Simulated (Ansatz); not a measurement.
# CH7BGaN: where a starting geometry ends

The starting geometry of this gas-phase singlet was built from a drawn formula by distance geometry and a force field; its bonds are those of `[BH2][GaH2-][NH+]=C`.

```xyz
11

C    -2.3006    2.0010    0.7842
B    -1.1587   -1.4404    0.0669
Ga   -0.3999    0.4313   -0.4706
N    -1.6996    1.7425   -0.3280
H    -1.6298   -1.5507    1.0867
H    -1.1611   -2.2960   -0.7474
H     0.8453    0.7714    0.5122
H     0.1553    0.3371   -1.9955
H    -1.9724    2.2822   -1.2066
H    -3.0572    2.7855    0.7997
H    -1.9998    1.4913    1.6497
```

Task: Where would you expect an optimisation with r2SCAN-D4/def2-SVP to take it?

Result: It keeps its bonds, and is `[BH2][GaH2-][NH+]=C`. Distances that change by over a tenth: Ga3–N4 (1.85 → 2.12 Å).

The energy falls by 0.97 eV over 29 steps:

| step | E − E(last) (eV) |
| --- | --- |
| 1 | 0.970 |
| 4 | 0.122 |
| 7 | 0.041 |
| 10 | 0.031 |
| 13 | 0.022 |
| 17 | 0.010 |
| 20 | 0.003 |
| 23 | 0.001 |
| 26 | 0.000 |
| 29 | 0.000 |

Final geometry (Å):

```yaml
atoms:
  - { symbol: C, position_ang: [-2.4807, 1.8881, 0.6528] }
  - { symbol: B, position_ang: [-1.0943, -1.3983, 0.2265] }
  - { symbol: Ga, position_ang: [-0.2570, 0.2484, -0.7071] }
  - { symbol: N, position_ang: [-1.4645, 1.8839, -0.1114] }
  - { symbol: H, position_ang: [-2.0737, -1.3837, 0.9508] }
  - { symbol: H, position_ang: [-0.6209, -2.5059, 0.0842] }
  - { symbol: H, position_ang: [1.1161, 0.8356, -0.1822] }
  - { symbol: H, position_ang: [-0.4425, 0.4428, -2.2671] }
  - { symbol: H, position_ang: [-1.2061, 2.8049, -0.4803] }
  - { symbol: H, position_ang: [-3.0391, 2.8043, 0.8993] }
  - { symbol: H, position_ang: [-2.8159, 0.9352, 1.0859] }
```

No frequencies were run, so the end isn't proven a minimum. Run with Ansatz 0.2.0, 42 s on 2 threads of Intel(R) Xeon(R) 6975P-C (Granite Rapids), on a shared host.
